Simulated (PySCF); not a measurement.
GeH5O3P. Atoms are numbered in the order given.

```xyz
10

O     -0.3765     0.0945     1.8628
Ge    -0.2540     0.0135     0.0915
O     -1.1272     1.4915    -0.4011
O     -1.0948    -1.4506    -0.4652
P      1.8846    -0.1255    -0.7973
H     -0.7835     0.9305     2.1333
H     -1.3100     1.5269    -1.3497
H     -1.8489    -1.6624     0.1034
H      2.2020    -1.2487     0.0262
H      2.3869     0.8212     0.1479
```
Charge 0, spin multiplicity 1.

Geometry: B3LYP-D3(BJ)/def2-SVP. Other conformers were not sampled.

Calculation: B3LYP/pcSseg-1 in PySCF.

GIAO shieldings, no solvent; atoms listed in one row are averaged. δ = σ(ref) − σ: ¹⁷O against H2O (σ = 333.8 ppm); ⁷³Ge against GeH4 (σ = 1631.8 ppm); ³¹P against PH3 (σ = 567.1 ppm); ¹H against TMS (σ = 31.68 ppm), references at their B3LYP-D3(BJ)/def2-TZVP geometries, non-relativistic.

Computed chemical shifts:
| nucleus | atoms | count | δ (ppm) |
|---|---|---|---|
| ¹⁷O | O4 | 1 | 84.8 |
| ¹⁷O | O3 | 1 | 83.3 |
| ¹⁷O | O1 | 1 | 75.3 |
| ⁷³Ge | Ge2 | 1 | 412.6 |
| ³¹P | P5 | 1 | 7.8 |
| ¹H | H9 | 1 | 2.40 |
| ¹H | H6 | 1 | 2.16 |
| ¹H | H10 | 1 | 2.03 |
| ¹H | H8 | 1 | 1.96 |
| ¹H | H7 | 1 | 1.81 |
